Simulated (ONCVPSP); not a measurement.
## Plane-wave convergence, ONCV potential for oxygen (O)

O (Z = 8), optimised norm-conserving Vanderbilt (ONCV), made with ONCVPSP 4.0.1 (LDA (Perdew-Wang 92), scalar-relativistic). Core [He], reference 2s2 2p3 (charge +1). Waves: 2s: rc 0.65 bohr, ncon 3, nbas 6, qcut 7.7 1/bohr, 2 projectors, debl 3.7 Ha; 2p: rc 1.95 bohr, ncon 4, nbas 7, qcut 6.6 1/bohr, 2 projectors, debl 0.7 Ha; d scattering state at 0.03 Ha: rc 1.50 bohr, ncon 4, nbas 6, qcut 5.9 1/bohr, 1 projector. Local part: polynomial inside 0.40 bohr (lpopt 5, dvloc0 4 Ha). Core correction: none.

In the p channel the program set the typed energies aside and used -0.904, 0.250 Ha.

Problem. For each optimised wave give the share of its norm inside rc, the residual kinetic energy above qcut (Ha) and the cutoffs (Ha) for errors of 10, 1, 0.1 and 0.01 mHa per electron.

Solution.

```csv
wave,norm inside rc,residual KE,10 mHa,1 mHa,0.1 mHa,0.01 mHa
2s,0.160,7.3e-03,27.8,74.9,174.7,265.4
s projector 2,0.031,4.6e-03,22.9,147.8,321.7,not reached
2p,0.914,2.0e-05,14.0,17.4,19.9,27.6
p projector 2,0.193,9.6e-05,14.5,18.4,22.3,45.9
d projector 1,0.016,3.2e-05,2.4,7.2,14.0,28.6
```

The occupied waves need 75 Ha and 175 Ha for 1 and 0.1 mHa. Note: no bound ghost flagged; GHOST(+) flagged for d at 68.8 eV, s at 504.9 eV. Its largest configuration-test error is +1869 meV.
